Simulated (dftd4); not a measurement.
hexafluoropropene (C3F6), singlet, at a GFN2-xTB geometry; D4 for b3lyp in dftd4 4.2.0.

Here is a job for dftd4.
```
$ dftd4 mol.xyz --func b3lyp --charge 0 --json dftd4.json --noedisp --grad

# file mol.xyz
9

F      2.49184748    -0.18829557     0.79842098
C      1.31418502     0.24683492     0.42467974
F      1.26067366     1.55824784     0.42112146
C      0.28229877    -0.52520184     0.08521556
F      0.37606850    -1.85663792     0.10149667
C     -1.06436063     0.03101770    -0.34154878
F     -1.61086992     0.78624932     0.61807922
F     -0.95447491     0.80748822    -1.42550070
F     -1.91799358    -0.94215242    -0.62584863
```

Output, abridged:

```
                    ____  _____ _____     ____  _  _
      -------------|  _ \|  ___|_   _|---|  _ \| || |------------
     |             | | | | |_    | | ___ | | | | || |_           |
     |             | |_| |  _|   | ||___|| |_| |__   _|          |
     |             |____/|_|     |_|     |____/   |_|            |
     |             ===================================           |
     |            E. Caldeweyher, S. Ehlert & S. Grimme          |
     |          Mulliken Center for Theoretical Chemistry        |
     |                    University of Bonn                     |
      -----------------------------------------------------------

Rational (Becke-Johnson) damping: b3lyp-D4-ATM
---------------------
  s6         1.0000
  s8         2.0293
  s9         1.0000
  a1         0.4087
  a2         4.5381
 alp        16.0000
--------------------

Dispersion energy:      -1.1306149539888E-02 Eh

Gradient norm:           9.3857945983230E-04 Eh/a0
--------------------------------------------------
     #    Z           dE/dx      dE/dy      dE/dz
--------------------------------------------------
     1    9 F     2.756E-04  1.055E-05  8.862E-05
     2    6 C     3.574E-04  4.658E-05  1.153E-04
     3    9 F     2.787E-04  2.530E-04  9.216E-05
     4    6 C     1.169E-05 -9.157E-05  2.804E-06
     5    9 F     7.382E-05 -3.535E-04  2.004E-05
     6    6 C    -2.198E-04 -1.601E-05 -7.077E-05
     7    9 F    -3.168E-04  1.162E-04  7.111E-05
     8    9 F    -2.168E-04  1.195E-04 -2.401E-04
     9    9 F    -2.437E-04 -8.480E-05 -7.917E-05
--------------------------------------------------

Virial:
--------------------------------------------------
      component           x          y          z
--------------------------------------------------
          x       5.589E-03  2.383E-04  1.585E-03
          y       2.383E-04  2.599E-03  9.666E-05
          z       1.585E-03  9.666E-05  1.173E-03
--------------------------------------------------

[Info] Dispersion results written to 'dftd4.txt'
[Info] JSON dump of results written to 'dftd4.json'
```
